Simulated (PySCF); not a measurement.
## Löwdin shares of the frontier orbitals

C4H6ClF3Si.
Z-matrix (Å and degrees, GFN2-xTB geometry), rows numbered from 1:
```
F 
C   1  1.3458
F   2  1.3461  1  105.94
F   2  1.3340  1  106.62  3   112.86
C   2  1.5181  1  112.18  3  -121.46
C   5  1.5106  2  112.74  1   -53.54
Cl  6  1.7814  5  111.03  2   -73.40
C   6  1.5328  5  116.75  2   154.19
Si  8  1.8880  6   66.83  5  -116.66
H   5  1.0943  2  107.41  1  -176.79
H   5  1.0920  2  106.57  1    66.53
H   8  1.0809  6  115.05  9  -113.35
H   8  1.0820  6  115.34  9   115.32
H   9  1.4492  6  116.02  8  -104.32
H   9  1.4458  6  115.67  8   105.26
```

Theory: PySCF 2.14.0, density-fitted response routines, TDDFT CAM-B3LYP/def2-SVPD, vertical, gas phase, core orbitals frozen in the response.

Kohn–Sham orbitals with the atoms that hold most of them (Löwdin shares over 4%, at most four atoms; ? is withheld):

```json
{"orbital": "HOMO-3", "ε (eV)": "-11.47", "atoms": "Cl7 33%, C6 15%, C8 12%, C5 8%"}
{"orbital": "HOMO-2", "ε (eV)": "-10.53", "atoms": "Cl7 66%, C8 8%, C6 8%, Si9 6%"}
{"orbital": "HOMO-1", "ε (eV)": "-9.56", "atoms": "?"}
{"orbital": "HOMO", "ε (eV)": "-8.56", "atoms": "C6 27%, Cl7 24%, Si9 22%, C8 13%"}
{"orbital": "LUMO", "ε (eV)": "?", "atoms": "?"}
{"orbital": "LUMO+1", "ε (eV)": "1.05", "atoms": "Si9 29%, H14 12%, H11 10%, H15 8%"}
{"orbital": "LUMO+2", "ε (eV)": "1.20", "atoms": "Cl7 36%, Si9 16%, C6 14%, C8 9%"}
```

Give the leading atoms of the HOMO-1.

Cl7 (bonded to C) 44%; C8 (bonded to C, Si and 2 H) 25%; C6 (bonded to 2 C, Cl and Si) 10%; Si9 (bonded to 2 C and 2 H) 9%. By element: chlorine 44%, carbon 35% or more, silicon 9%.

Give the leading atoms of the LUMO.

Si9 (bonded to 2 C and 2 H) 39%; C8 (bonded to C, Si and 2 H) 11%; H14 (bonded to Si) 10%; Cl7 (bonded to C) 10%.

What is the LUMO energy, and the HOMO–LUMO gap?

ε(LUMO) = 0.39 eV; the gap is 8.96 eV (0.3291 hartree).

How does S1 compare with the orbital gap of 8.96 eV?

S1 is at 5.88 eV (f = 0.079), 3.07 eV below the gap, made of HOMO→LUMO (54%), HOMO→LUMO+2 (34%). 

Next come S2 at 6.35 eV (f 0.132), HOMO→LUMO+2 (54%), HOMO→LUMO (40%); S3 at 6.56 eV (f 0.0082), HOMO→LUMO+1 (56%), HOMO-1→LUMO (16%), HOMO→LUMO+3 (8%); S4 at 6.68 eV (f 0.011), HOMO-1→LUMO (51%), HOMO→LUMO+1 (21%), HOMO-1→LUMO+2 (15%); S5 at 7.15 eV (f 0.020), HOMO→LUMO+3 (31%), HOMO-1→LUMO+2 (30%), HOMO-1→LUMO (10%).

Löwdin shares depend on the basis, the more so with diffuse functions.

One conformer stands for the species.

Without π bonds the low states are Rydberg-like; a valence basis with one diffuse set may place them up to an eV too high.
